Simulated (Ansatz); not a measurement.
A nudged elastic band was laid between two geometries of ClGaH2O (5 atoms, charge 0, multiplicity 1).

The calculation used RKS B3LYP/def2-SVP (Ansatz).

| Quantity | Value |
| --- | --- |
| movable images | 7 |
| climbing image | yes |
| spring | 5.0 eV/Å² |
| optimiser | quadratic models (default) |
| start path | through a guess of the saddle point |
| force threshold | 0.05 eV/Å |
| iteration limit | 60 |
| end points | relaxed |

First end point:

```xyz
5
Properties=species:S:1:pos:R:3
O -1.150 0.523 -0.497
Ga 0.476 0.196 0.150
Cl 0.957 -1.884 0.518
H -1.701 -0.259 -0.636
H 1.468 1.351 0.424
```

Last end point:

```xyz
5
Properties=species:S:1:pos:R:3
O -1.236 -0.151 -0.469
Ga 0.430 -0.010 0.151
Cl 1.286 -1.921 0.647
H -1.651 0.690 -0.702
H 1.220 1.318 0.332
```

Problem. Which bonds break or form, and what moves?

Solution. No bond is made or broken. The dihedral H4–O1–Ga2–Cl3 goes from 0 to 180°.

Problem. What energy profile does the band end with?

Solution. It converged. The highest image is number 4 of 0 to 8, 5.2 kcal/mol above the first end and 3.4 kcal/mol above the last; the last end lies 1.8 kcal/mol above the first. A vibrational analysis at the climbing image gives one clearly imaginary mode, 397i cm⁻¹: a first-order saddle point.

| image | path coordinate (Å) | energy (kcal/mol) | dihedral H4–O1–Ga2–Cl3 (°) |
| --- | --- | --- | --- |
| 0 | 0.00 | 0.0 | 0 |
| 1 | 0.24 | 0.8 | 21 |
| 2 | 0.47 | 2.6 | 46 |
| 3 | 0.71 | 4.5 | 73 |
| 4 | 0.94 | 5.2 | 98 |
| 5 | 1.14 | 4.7 | 120 |
| 6 | 1.35 | 3.4 | 141 |
| 7 | 1.55 | 2.3 | 161 |
| 8 | 1.75 | 1.8 | 180 |

Problem. What is the geometry of the highest image?

Solution. 
```xyz
5
Properties=species:S:1:pos:R:3:forces:R:3
O -1.044 0.149 -0.834 0.01 0.00 0.01
Ga 0.471 0.072 0.106 -0.01 0.01 -0.01
Cl 1.158 -1.918 0.596 0.00 -0.01 0.00
H -1.878 0.316 -0.378 0.00 0.00 0.00
H 1.343 1.308 0.468 0.00 0.00 0.00
```

Problem. What are the harmonic wavenumbers there?

Solution. 397i, 182, 414, 434, 623, 636, 733, 2016, 3872 cm⁻¹.

Time of the run: 2.7 min on 1 CPU thread of a shared host.
